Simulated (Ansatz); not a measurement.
Li₇H₇ was relaxed with PBE-D4 (def2-TZVP, def2-TZVPD) in Ansatz in these states: charge -1 doublet, neutral singlet. The geometries follow in no particular order.

A:

```xyz
14

Li    1.504   -1.238   -1.596
Li   -1.082    0.572    1.658
Li    0.283    0.870   -2.069
Li   -0.836   -1.043   -0.573
Li    0.332   -1.508    1.642
Li    1.343    0.427    0.339
Li   -1.497    2.319   -0.179
H    -0.120   -0.971   -2.306
H     0.758    0.170    2.101
H     2.019    0.471   -1.416
H    -2.015    2.073    1.464
H    -0.411    0.808   -0.331
H     1.111   -1.666    0.069
H    -1.389   -1.284    1.197
```

B:

```xyz
14

Li   -1.858    0.952    1.172
Li    0.949   -0.738   -1.793
Li    0.514    0.710    1.957
Li   -0.140   -1.472    1.010
Li   -1.562   -0.393   -1.431
Li   -0.627    1.806   -0.869
Li    2.733   -0.844    0.270
H    -1.014   -0.310    2.077
H    -0.197    0.614   -2.132
H    -0.250    1.941    0.904
H     2.628   -0.917   -1.389
H     1.530   -0.673    1.481
H    -2.285    0.932   -0.518
H    -0.421   -1.608   -0.738
```

**Question.** Judge from the bond lengths which geometry belongs to which state (an estimate).

**Answer.** A is the charge -1 doublet (Li1–Li5 3.454 Å, Li4–Li5 2.547 Å, Li4–Li7 3.449 Å); B is the neutral singlet (Li1–Li5 2.946 Å, Li4–Li5 3.024 Å, Li4–Li7 3.032 Å).

At PBE-D4/def2-TZVPD the highest occupied level of the relaxed charge -1 doublet lies above zero (up to 0.87 eV). By energy differences its removal costs 0.51 eV (each at its own geometry, to the charge 0 singlet, at PBE-D4/def2-TZVPD); the vertical value is larger still, so the positive level points to self-interaction error. These are the stationary points nearest to one start from a short search; other shapes may lie lower in each state.
